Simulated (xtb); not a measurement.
Input for xtb: GFN-FF on C2H6Sn (SMILES [CH3][Sn][CH3]), a point of a torsion scan.

```
$ xtb mol.xyz --gfnff --sp --chrg 0 --uhf 0
9

C      1.69726321    -0.08967113     0.00955304
Sn    -0.06485279     0.87940832    -1.02846402
C     -0.01824130    -0.52923554    -2.79588365
H      2.10660353    -0.92995278    -0.54765112
H      2.50480173     0.62771336     0.16218864
H      1.41775631    -0.45608633     0.99828139
H      0.95458205    -0.49389525    -3.28602940
H     -0.77443936    -0.31248965    -3.55009577
H     -0.17018814    -1.55666117    -2.46494661
```

Output:

```
[...]
           -------------------------------------------------
          |                Calculation Setup                |
           -------------------------------------------------



          ==================== Thresholds ====================
          CN  :   150.00000
          rep :   500.00000
          disp:  2500.00000
          HB1 :   250.00000
          HB2 :   450.00000

          Pauling EN used:
          Z : 1  EN :  2.20
          Z : 6  EN :  2.55
          Z :50  EN :  1.96
          electric field strengths (au): 0.000

           -------------------------------------------------
          |           Force Field Initialization            |
           -------------------------------------------------

          distances ...
          ----------------------------------------
          generating topology and atomic info file ...
          pair mat ...
          computing topology distances matrix with Floyd-Warshall algo ...
          making topology EEQ charges ...
          #fragments for EEQ constrain: 1
          ----------------------------------------
          generating topology and atomic info file ...
          pair mat ...
          computing topology distances matrix with Floyd-Warshall algo ...
          making topology EEQ charges ...
          #fragments for EEQ constrain: 1
          rings ...
          # BATM   30
          # H in HB   0

  atom   neighbors  erfCN metchar sp-hybrid imet pi  qest     coordinates
    1  C       4    3.46   0.00         3    0    0  -0.091    3.207363   -0.169454    0.018053
    2  Sn      2    1.84   0.08         2    0    0   0.174   -0.122554    1.661841   -1.943515
    3  C       4    3.46   0.00         3    0    0  -0.091   -0.034471   -1.000110   -5.283454
    4  H       1    0.97   0.00         0    0    0   0.002    3.980904   -1.757356   -1.034911
    5  H       1    0.97   0.00         0    0    0   0.002    4.733389    1.186206    0.306492
    6  H       1    0.97   0.00         0    0    0   0.002    2.679171   -0.861878    1.886478
    7  H       1    0.97   0.00         0    0    0   0.002    1.803899   -0.933327   -6.209696
    8  H       1    0.97   0.00         0    0    0   0.002   -1.463478   -0.590520   -6.708709
    9  H       1    0.97   0.00         0    0    0   0.002   -0.321609   -2.941663   -4.658074

          #atoms :   9
          #bonds :   8
          #angl  :   13
          #tors  :   6
          #nmol  :   1
          #optfrag :   1
           -------------------------------------------------
          |                   G F N - F F                   |
          |          A general generic force-field          |
          |                  Version 1.0.3                  |
           -------------------------------------------------
          Number of HB bonds (bound hydrogen)     0
          Number of HB bonds (unbound hydrogen)   0
          Number of XB bonds                      0

 E+G (total)                   0 d,  0 h,  0 min,  0.000 sec
 distance/D3 list               ...        0 min,  0.000 sec (  1.092%)
 non bonded repulsion           ...        0 min,  0.000 sec ( 16.899%)
 dCN                            ...        0 min,  0.000 sec (  4.475%)
 EEQ energy and q               ...        0 min,  0.000 sec (  9.064%)
 D3                             ...        0 min,  0.000 sec ( 16.186%)
 EEQ gradient                   ...        0 min,  0.000 sec (  6.915%)
 bonds                          ...        0 min,  0.000 sec (  9.024%)
 bend and torsion               ...        0 min,  0.000 sec ( 14.485%)
 bonded ATM                     ...        0 min,  0.000 sec (  6.842%)
Note: The following floating-point exceptions are signalling: IEEE_UNDERFLOW_FLAG IEEE_DENORMAL
normal termination of xtb
 HB/XB (incl list setup)        ...        0 min,  0.000 sec ( 10.239%)

         :::::::::::::::::::::::::::::::::::::::::::::::::::::
         ::                     SUMMARY                     ::
         :::::::::::::::::::::::::::::::::::::::::::::::::::::
         :: total energy              -1.066132226567 Eh    ::
         :: gradient norm              0.053105505350 Eh/a0 ::
         ::.................................................::
         :: bond energy               -1.097234800328 Eh    ::
         :: angle energy               0.000432884257 Eh    ::
         :: torsion energy             0.000781420148 Eh    ::
         :: repulsion energy           0.045215529617 Eh    ::
         :: electrostat energy        -0.011659094183 Eh    ::
         :: dispersion energy         -0.003630424833 Eh    ::
         :: HB energy                  0.000000000000 Eh    ::
         :: XB energy                  0.000000000000 Eh    ::
         :: bonded atm energy         -0.000037741245 Eh    ::
         :: external energy            0.000000000000 Eh    ::
         :: add. restraining           0.000000000000 Eh    ::
         :: total charge               0.000000000000 e     ::
         :::::::::::::::::::::::::::::::::::::::::::::::::::::

           -------------------------------------------------
          |                Property Printout                |
           -------------------------------------------------

molecular dipole:
                 x           y           z       tot (Debye)
 q only:       -0.302       0.396       0.120       1.301

           -------------------------------------------------
          | TOTAL ENERGY               -1.066132226567 Eh   |
          | GRADIENT NORM               0.053105505350 Eh/α |
           -------------------------------------------------
########################################################################
[WARNING] Runtime exception occurred
-1- gfnff_setup: Could not read topology file.
########################################################################

------------------------------------------------------------------------
------------------------------------------------------------------------
 total:
 SCF:
```

The run finished.

Cost: very roughly 0.010 core-seconds.
